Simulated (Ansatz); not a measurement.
Consider the redistribution: `N[SiH2]O[SiH2]N` + `O[SiH](O)[SiH3]` → `N[SiH2]O[SiH2][SiH3]` + `N[SiH](O)O`.

Isolated molecules relaxed with PBE0-D4/def2-TZVP in Ansatz; ΔE leaves out vibrations. CBS: MP2 limit from def2 TZ/QZ plus the TZ coupled-cluster correction, frozen cores. This one scheme is used for every species. DFT in def2-TZVPP. B3LYP here is the variant with VWN-RPA as its local correlation; programs differ in this. Each species was taken in one conformer, which may not be the lowest.

```
         level  ΔE (eV)
         B3LYP    -0.08
MP2/def2-TZVPP    -0.15
```

Task: What does CCSD(T)/CBS give? (An estimate is asked.)

Result: Ansatz gave: -0.16 eV. The listed levels differ from it by 0.08, 0.01 eV.

Largest T1 diagnostic among the species: 0.013.

The D4 term adds −0.08 eV with B3LYP and −0.05 eV with PBE0; it sums over pairs of atoms, weighted by their polarisabilities, and B3LYP, whose exchange is more repulsive, gets the larger term. In def2-TZVPP, CCSD(T) changes the Hartree–Fock value by −0.07 eV (the triples alone add −0.01 eV) and MP2 by −0.06 eV.
